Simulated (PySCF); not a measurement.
## A series of related molecules

Level of theory: TDDFT CAM-B3LYP/def2-SVPD circular dichroism and optical rotation, one conformer, gas phase in PySCF. Geometry: GFN2-xTB.

Each molecule in one low-energy conformer. The parent is C[SiH2][C@@H]([SiH3])[Si@H](N)F.

The molecule is flexible and this is one conformer; a measurement averages over conformers.

How does the specific rotation at 589.3 nm (origin-invariant length gauge) change along this series?
- C[SiH2][C@@H]([SiH3])[Si@H](N)F (base)
- C[SiH2][C@H]([SiH3])[Si@H](N)F (diastereomer)


| molecule | [α]589 (deg dm⁻¹ (g/mL)⁻¹) | S1 (eV) | R(S1), velocity form (10⁻⁴⁰ esu² cm²) |
| --- | --- | --- | --- |
| C[SiH2][C@@H]([SiH3])[Si@H](N)F | -103.1 | 6.79 | -15.3 |
| C[SiH2][C@H]([SiH3])[Si@H](N)F | -84.9 | 6.85 | -10.9 |

The specific rotation at 589.3 nm (origin-invariant length gauge) is lowest for C[SiH2][C@@H]([SiH3])[Si@H](N)F and highest for C[SiH2][C@H]([SiH3])[Si@H](N)F.
